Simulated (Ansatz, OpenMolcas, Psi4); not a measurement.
## BBr2Cl (dibromo(chloro)borane): the vertical energy of the triplet above the singlet, rung by rung

The species is BBr2Cl (4 atoms), meant as a singlet with charge 0. As SMILES, `ClB(Br)Br`. Geometry: relaxed at PBE0-D4/def2-TZVP.

Each level gives the vertical energy of the triplet above the singlet (eV). The values are calculated.

```tsv
level	kind	program	value (eV)	CPU time (all runs)
HF/6-31G* (spherical functions)	Hartree–Fock	Ansatz	5.27	55 s
PBE/6-31G* (spherical functions)	GGA	Psi4	4.47	99 s
M06-L/6-31G* (spherical functions)	meta-GGA	OpenMolcas	4.57	86 s
PBE0/6-31G* (spherical functions)	global hybrid	Ansatz	4.80	40 s
CAM-B3LYP/6-31G* (spherical functions)	range-separated hybrid	Psi4	5.06	64 s
wB97X/6-31G* (spherical functions)	range-separated hybrid	Ansatz	5.20	3.7 min
PBE-QIDH/6-31G* (spherical functions)	double hybrid	Ansatz	5.31	1.8 min
RPA@PBE0/6-31G* (spherical functions)	RPA	Ansatz	5.03	82 s
MP3/6-31G* (spherical functions)	perturbation theory	Psi4	5.72	61 s
CCSD(T)/6-31G* (spherical functions)	coupled cluster or CI	Ansatz	5.43	4.9 min
```

All-electron rows without a relativistic Hamiltonian named are non-relativistic. Spin-orbit coupling, which can split open shells on such heavy atoms by tenths of an eV, is left out. The values span 4.47 to 5.72 eV. The coupled-cluster rows rest on a doubtful reference here (large T1 or Brueckner and Hartree–Fock orbitals at odds), and rows may lie in different states. A triplet this far above the singlet is often a Rydberg-like or dissociative state; sets without diffuse functions put Rydberg states too high. In the correlated wave-function rows the outer d shell of Br is correlated, in sets not made for it. The upper state's dipole differs much between rows, so they may not all be the same state. CPU times are rough (shared hosts, several kinds of processor and program).
